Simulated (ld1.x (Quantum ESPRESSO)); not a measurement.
**indium (In): one change to a TM potential, before and after**

ld1.x (Quantum ESPRESSO) 7.5 input, shortened:

```
&input
   title='In', zed=49., rel=1, dft='PBE', iswitch=3,
   config='[Kr] 4d10 5s2 5p1'
 /
 &inputp
   pseudotype=2, tm=.true., lloc=-1, rcloc=1.20,
   nlcc=.false.
 /
3
5S  1  0   2.00   0.00  1.55  1.55  0.0
5P  2  1   1.00   0.00  2.00  2.00  0.0
4D  3  2  10.00   0.00  1.20  1.20  0.0
 &test
   configts(1)='4d10 5s2 5p1'
 /
```

Change: core correction a·sin(br)/r model core inside 1.08 bohr.

Cutoffs: the cutoffs (Ry, on a coarse ladder) from which the occupation-weighted sum of valence levels, in a spherical-Bessel basis at the reference potential, stays within 10 and 1 mRy of its value at 400 Ry; they do not see the model core or the augmentation charge, which bear on the density cutoff. Errors are all-electron minus pseudo energies relative to the spin-unpolarised reference configuration.

Task: How do hardness, ghosts and transferability respond?

Result: The potential gets neither clearly harder nor softer (90 Ry and 160 Ry → 90 Ry and 160 Ry); both files keep a bound ghost (p, s); of the 7 tests that both files solve, the error grows in 2 and shrinks in 3 by more than 15 % and 0.3 meV (median size 3.7 → 2.3 meV). A model core, the more so a compact one, raises the density cutoff, which this test does not measure.

```tsv
quantity	base	changed
cutoff, loose	90 Ry	90 Ry
cutoff, tight	160 Ry	160 Ry
bound ghosts	s, p	s, p
error for 4d10 5s2 5p0, meV [ΔE 5.36 eV]	-0.4	-2.3
error for 4d10 5s1 5p0, meV [ΔE 24.60 eV]	+18	-9.1
error for 4d10 5s0 5p0, meV [ΔE 52.92 eV]	+86	-36
error for 4d9 5s2 5p2, meV [ΔE 18.31 eV]	-105	-140
error for 4d10 5s2 5p0.5, meV [ΔE 1.94 eV]	-0.4	-0.6
error for 4d10 5s2 5p1.3, meV [ΔE -0.53 eV]	0.0	0.0
error for 4d10 5s1 5p1, meV [ΔE 11.96 eV]	+3.7	-1.4
s: phases at 2.20 bohr within 0.05 rad from the reference energy up to (Ry; the scan ends near 5)	2.6	2.6
p: phases at 2.20 bohr within 0.05 rad from the reference energy up to (Ry; the scan ends near 5)	4.2	4.2
d: phases at 2.20 bohr within 0.05 rad from the reference energy up to (Ry; the scan ends near 5)	to the end of the scan	to the end of the scan
```

 A true bound ghost makes a file unfit for plane-wave use even where its test errors are small: the radial tests pick states by their node count and pass the ghost by.
